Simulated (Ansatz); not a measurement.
Input for Ansatz (development build ahead of 0.2.0):

```yaml
crystal:
  periodic: [false, false, false]
  atoms:
    - { symbol: Si, position_ang: [-0.00078, -0.01509, 0.00353] }
    - { symbol: F, position_ang: [1.11499, 0.94354, -0.54296] }
    - { symbol: F, position_ang: [0.46039, -0.62754, 1.37269] }
    - { symbol: F, position_ang: [-0.24959, -1.17024, -1.02924] }
    - { symbol: F, position_ang: [-1.32905, 0.79374, 0.21312] }
basis:
  gaussian: { orbitals: def2-SVP }
magnetization:
  spin_polarized: true
  initial_magnetization: 2
hamiltonian:
  xc: hf
output:
  forces: true
```

The input is written out in the form of the current development build from the run's settings.

Results

- Converged: yes
- Total energy: -686.08444 hartree
- Spin squared of the determinant: 2.006
- Stability test: minimum

Forces (eV/Å):
```json
{"atom": "Si1", "Fx": "1.838", "Fy": "7.633", "Fz": "7.006"}
{"atom": "F2", "Fx": "1.029", "Fy": "1.270", "Fz": "-0.006"}
{"atom": "F3", "Fx": "0.501", "Fy": "0.070", "Fz": "1.615"}
{"atom": "F4", "Fx": "-2.336", "Fy": "-10.027", "Fz": "-9.136"}
{"atom": "F5", "Fx": "-1.031", "Fy": "1.054", "Fz": "0.520"}
```

Caution: another spin multiplicity may lie lower; the determinant breaks the point group.
